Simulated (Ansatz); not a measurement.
C4H11In (`CC(C)[CH2][InH2]`), relaxed with RKS PBE0-D4/def2-TZVP in the Gaussian-basis code of Ansatz from a GFN2-xTB geometry. The force threshold is 0.005 eV/Å; the program also tests the step.

Charge 0, multiplicity 1. In takes the def2 core potential.

Start:

```xyz
16

C    -1.379    0.781    0.430
C     0.003    0.310    0.873
C     1.083    1.161    0.214
C     0.192   -1.160    0.532
In    0.170   -1.521   -1.677
H    -1.527    1.831    0.674
H    -1.475    0.652   -0.653
H    -2.158    0.199    0.921
H     0.083    0.437    1.963
H     0.971    1.114   -0.876
H     2.075    0.794    0.477
H     1.005    2.202    0.524
H     1.164   -1.522    0.886
H    -0.581   -1.765    1.015
H     1.260   -2.676   -2.412
H    -0.884   -0.836   -2.890
```

Question: By how much does the energy fall, and how many steps does the optimiser take? (Best estimate.)

Answer: Ansatz gave: 0.10 eV, in 22 steps, 1 of them rejected.

Question: Which bonds change most? (Best estimate.)

Answer: The calculation gave: C4–In5 from 2.239 to 2.169 Å; In5–H15 from 1.750 to 1.734 Å; In5–H16 from 1.747 to 1.732 Å; C3–H12 from 1.088 to 1.093 Å.

Question: Give the relaxed structure. (Estimate.)

Answer: Ansatz gave: 
```xyz
16

C    -1.406    0.721    0.459
C     0.013    0.311    0.822
C     1.027    1.268    0.213
C     0.299   -1.134    0.429
In    0.193   -1.618   -1.683
H    -1.629    1.734    0.804
H    -1.549    0.706   -0.627
H    -2.141    0.045    0.906
H     0.107    0.385    1.915
H     0.953    1.269   -0.880
H     2.049    0.989    0.482
H     0.860    2.294    0.552
H     1.300   -1.436    0.759
H    -0.396   -1.818    0.930
H     0.516   -3.252   -2.166
H    -0.195   -0.463   -2.914
```
